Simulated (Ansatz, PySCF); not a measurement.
System: C3H9BN, net charge 0, doublet state. SMILES: [CH2]NB(C)C
Geometry from a B3LYP-D3(BJ)/def2-TZVP (Ansatz, a first-principles code) optimisation:
```xyz
14

C      1.9582    -0.2380    -0.6014
N      0.9205     0.4803    -0.0597
B     -0.4312     0.0803     0.1429
C     -1.4303     1.1113     0.7924
C     -0.8777    -1.3705    -0.2868
H      2.9316     0.2156    -0.6849
H      1.7790    -1.2457    -0.9341
H      1.1722     1.4157     0.2269
H     -2.2794     1.2971     0.1255
H     -0.9865     2.0792     1.0410
H     -1.8653     0.7003     1.7100
H     -0.7120    -1.5405    -1.3564
H     -0.2964    -2.1394     0.2338
H     -1.9321    -1.5622    -0.0835
```
Charge 0, spin multiplicity 2.

Wanted: size of the dipole moment, in D. Terms: open shells spin-unrestricted; LANL2DZ all-electron up to Ne; non-relativistic; 6-31G* and kin with 6d, 5d where marked; no spin-orbit coupling; no dispersion term unless named. First-principles rows: single points at B3LYP-D3(BJ) geometries (Ansatz).

```csv
level,program,size of the dipole moment (D)
PBE/3-21G,Ansatz,1.34
PBE/def2-SVP,Ansatz,1.18
BP86/def2-SVP,PySCF,1.17
B3LYP/LANL2DZ,Ansatz,1.00
B3LYP/6-31G*,Ansatz,1.10
B3LYP/def2-SVP,Ansatz,1.09
B3PW91/6-31G* (5d),PySCF,1.12
```

No value to compare with is used here. The 7 habitual levels span 1.00 (B3LYP/LANL2DZ) to 1.34 D (PBE/3-21G).

The levels are drawn from those run, B3LYP/6-31G* more often than the rest, none by its result; left out are runs that failed, that the program found above a lower state of the same kind, or whose <S^2> lies over 0.5 above the pure value.
